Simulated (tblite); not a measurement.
Species: C₆H₉FGeSe.
SMILES with atom numbers: `[CH3:1][C:2]#[C:3][C@:4]1([F:5])[CH2:6][CH2:7][GeH2:8][Se:9]1` (hydrogens: H10, H11, H12 on C1; H13, H14 on C6; H15, H16 on C7; H17, H18 on Ge8)

Computed with GFN2-xTB (tblite), gas phase: L-BFGS steps from a force-field or distance-geometry start until the largest atomic force falls under 0.01 eV/Å.

Step 0: E = -740.8275 eV
```
atom  x, y, z in Å  |  force x, y, z in eV/Å
C1      3.9791    0.2013   -0.0305   -0.681   0.009   0.102
C2      2.5314    0.0045    0.1630    1.472   0.121  -0.104
C3      1.3632   -0.1714    0.3426   -1.220  -0.111   0.062
C4     -0.0854   -0.3642    0.5326    1.141  -0.544  -0.752
F5     -0.2813   -1.6360    1.0810   -0.181   0.414  -0.197
C6     -0.8323   -0.2555   -0.8066    0.089  -0.153  -0.542
C7     -2.3360   -0.4052   -0.6232   -0.170  -0.784  -0.532
Ge8    -2.8419    0.7159    0.8723   -0.592   0.498   0.860
Se9    -0.7271    0.9593    1.8217   -0.270   0.365   0.396
H10     4.1621    0.4152   -1.0965    0.028  -0.108   0.459
H11     4.3094    1.0599    0.5840   -0.120  -0.479  -0.322
H12     4.5169   -0.7138    0.2744   -0.238   0.480  -0.164
H13    -0.6246    0.7405   -1.2498    0.109  -0.468   0.264
H14    -0.4628   -1.0379   -1.5103   -0.011   0.465   0.478
H15    -2.8805   -0.0878   -1.5358    0.339  -0.433   0.378
H16    -2.5903   -1.4630   -0.3709    0.138   0.643  -0.400
H17    -3.3847    2.0810    0.3763   -0.006  -0.380   0.313
H18    -3.8239   -0.0363    1.8175    0.172   0.467  -0.298
```

Step 1: E = -740.8795 eV
```
atom  x, y, z in Å  |  force x, y, z in eV/Å
C1      3.9693    0.2014   -0.0291    0.073   0.043  -0.028
C2      2.5524    0.0062    0.1615   -3.145  -0.542   0.558
C3      1.3457   -0.1730    0.3435    3.328   0.520  -0.617
C4     -0.0691   -0.3720    0.5219    0.144  -0.349  -0.563
F5     -0.2839   -1.6300    1.0782   -0.178   0.231  -0.140
C6     -0.8311   -0.2577   -0.8143   -0.096  -0.099  -0.093
C7     -2.3384   -0.4164   -0.6308    0.126  -0.099  -0.042
Ge8    -2.8503    0.7230    0.8845   -0.266   0.198   0.434
Se9    -0.7310    0.9645    1.8274   -0.239   0.272   0.280
H10     4.1625    0.4136   -1.0899    0.039  -0.070   0.296
H11     4.3077    1.0530    0.5794   -0.055  -0.284  -0.188
H12     4.5135   -0.7069    0.2720   -0.160   0.335  -0.112
H13    -0.6230    0.7338   -1.2460    0.112  -0.265   0.141
H14    -0.4630   -1.0313   -1.5035    0.110   0.172   0.165
H15    -2.8756   -0.0940   -1.5304    0.161  -0.334   0.095
H16    -2.5883   -1.4538   -0.3766    0.033   0.151  -0.289
H17    -3.3848    2.0756    0.3807   -0.054  -0.278   0.288
H18    -3.8215   -0.0297    1.8132    0.065   0.399  -0.185
```

Q: Estimate the geometry and energy of step 2. (The exact step hangs on the optimiser's Hessian estimate; all steps are aligned on step 1, rigid shifts and turns removed.)

A: E = -740.9672 eV, largest force 0.856 eV/Å
```
atom  x, y, z in Å  |  force x, y, z in eV/Å
C1      3.9615    0.2020   -0.0281   -0.121  -0.057  -0.027
C2      2.5391    0.0023    0.1658    0.350  -0.007   0.011
C3      1.3641   -0.1691    0.3380   -0.145  -0.070  -0.126
C4     -0.0532   -0.3824    0.5066   -0.135   0.001  -0.310
F5     -0.2880   -1.6225    1.0743   -0.062   0.131  -0.140
C6     -0.8309   -0.2607   -0.8221   -0.158  -0.009   0.401
C7     -2.3393   -0.4274   -0.6380    0.405   0.616   0.436
Ge8    -2.8605    0.7313    0.8998    0.122  -0.097  -0.029
Se9    -0.7368    0.9719    1.8353   -0.130   0.116   0.087
H10     4.1632    0.4116   -1.0811   -0.012  -0.028   0.090
H11     4.3056    1.0441    0.5734   -0.035  -0.048  -0.012
H12     4.5089   -0.6974    0.2688   -0.106   0.126  -0.035
H13    -0.6205    0.7252   -1.2412    0.115  -0.013  -0.003
H14    -0.4620   -1.0236   -1.4957    0.243  -0.190  -0.214
H15    -2.8697   -0.1029   -1.5246   -0.039  -0.194  -0.224
H16    -2.5862   -1.4442   -0.3846   -0.090  -0.429  -0.130
H17    -3.3854    2.0680    0.3876   -0.115  -0.137   0.248
H18    -3.8186   -0.0197    1.8075   -0.088   0.289  -0.024
```

The energy changes by -0.0877 eV. The first-order estimate −F·Δx gives -0.1833 eV and the mean of the old and new forces, exact on a quadratic surface, -0.0857 eV. The step makes an angle of 49° with the force vector and moves no atom by more than 0.024 Å.

What follows is the cost of the whole relaxation. Hardware: one thread of an Intel Xeon 6975P-C, shared host with 192 logical CPUs at a one-minute load of 25. Cost: 0.64 s wall.
